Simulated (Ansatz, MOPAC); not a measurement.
Molecule: C5H9B, net charge 0, singlet state. SMILES: C=CB(C)C=C

Atoms: C1, C2, B3, C4, C5, C6, H7, H8, H9, H10, H11, H12, H13, H14, H15. Bonds: C1-C2, C1-H7, C1-H8, C2-B3, C2-H9, B3-C4, B3-C5, C4-H10, C4-H11, C4-H12, C5-C6, C5-H13, C6-H14, C6-H15.

Bond lengths (Å) and angles (degrees) optimised at PM7 with MOPAC; HF/3-21G with Ansatz (a quantum-chemistry and plane-wave program); HF/6-31G* with Ansatz; PBE/6-31G* with Ansatz, each started from the B3LYP-D3(BJ)/def2-TZVP structure (Ansatz) of the last column. A row stands for all coordinates that are equal there; 11 of 27 kinds are shown. 6-31G* holds six Cartesian d functions. No wavenumbers were computed at PBE/6-31G*, so these may be saddle points.

```json
[
 {"coordinate": "C1-C2", "PM7": "1.333", "HF/3-21G": "1.327", "HF/6-31G*": "1.328", "PBE/6-31G*": "1.353", "B3LYP-D3(BJ)/def2-TZVP": "1.337"},
 {"coordinate": "C1-H7", "PM7": "1.083", "HF/3-21G": "1.075", "HF/6-31G*": "1.078", "PBE/6-31G*": "1.098", "B3LYP-D3(BJ)/def2-TZVP": "1.085"},
 {"coordinate": "C1-H8", "PM7": "1.081", "HF/3-21G": "1.073", "HF/6-31G*": "1.076", "PBE/6-31G*": "1.097", "B3LYP-D3(BJ)/def2-TZVP": "1.084"},
 {"coordinate": "C2-B3", "PM7": "1.563", "HF/3-21G": "1.567", "HF/6-31G*": "1.571", "PBE/6-31G*": "1.564", "B3LYP-D3(BJ)/def2-TZVP": "1.555"},
 {"coordinate": "C2-H9", "PM7": "1.089", "HF/3-21G": "1.079", "HF/6-31G*": "1.080", "PBE/6-31G*": "1.102", "B3LYP-D3(BJ)/def2-TZVP": "1.088"},
 {"coordinate": "B3-C4", "PM7": "1.592", "HF/3-21G": "1.590", "HF/6-31G*": "1.590", "PBE/6-31G*": "1.584", "B3LYP-D3(BJ)/def2-TZVP": "1.572"},
 {"coordinate": "B3-C5", "PM7": "1.567", "HF/3-21G": "1.570", "HF/6-31G*": "1.575", "PBE/6-31G*": "1.568", "B3LYP-D3(BJ)/def2-TZVP": "1.559"},
 {"coordinate": "C4-H10", "PM7": "1.090", "HF/3-21G": "1.081 to 1.083", "HF/6-31G*": "1.083", "PBE/6-31G*": "1.102", "B3LYP-D3(BJ)/def2-TZVP": "1.090"},
 {"coordinate": "C1-C2-B3", "PM7": "122.9", "HF/3-21G": "123.7", "HF/6-31G*": "124.1", "PBE/6-31G*": "124.1", "B3LYP-D3(BJ)/def2-TZVP": "124.2"},
 {"coordinate": "C2-B3-C4", "PM7": "122.3", "HF/3-21G": "122.5", "HF/6-31G*": "122.8", "PBE/6-31G*": "122.6", "B3LYP-D3(BJ)/def2-TZVP": "122.5"},
 {"coordinate": "C2-B3-C5", "PM7": "121.3", "HF/3-21G": "121.0", "HF/6-31G*": "120.7", "PBE/6-31G*": "120.2", "B3LYP-D3(BJ)/def2-TZVP": "120.2"}
]
```

A range marks coordinates that this level makes unequal.

Mean signed difference of all 14 bond lengths from B3LYP-D3(BJ)/def2-TZVP: PM7 0.001 Å, HF/3-21G -0.004 Å, HF/6-31G* -0.002 Å, PBE/6-31G* 0.013 Å.
